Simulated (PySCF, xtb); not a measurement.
Ta(S)(F)2(OH) (F2HOSTa), SMILES [OH][Ta]([F])([F])=[S], multiplicity 1. The values are those of a single conformer.

Harmonic wavenumbers (cm⁻¹) from GFN2-xTB (xtb) at its own minimum, in rising order: 55, 121, 144, 152, 176, 355, 359, 414, 443, 518, 585, 3629.

Problem. What does B3LYP-D3(BJ)/def2-SVP (PySCF) give at its own minimum? (The exact figures need the calculation; the answer reports its results.)

Solution. 159, 168, 184, 190, 196, 403, 496, 544, 689, 694, 749, 3874. Paired by order, the mean absolute difference is 117 cm⁻¹ and the zero-point energies are 9.9 and 11.9 kcal/mol.
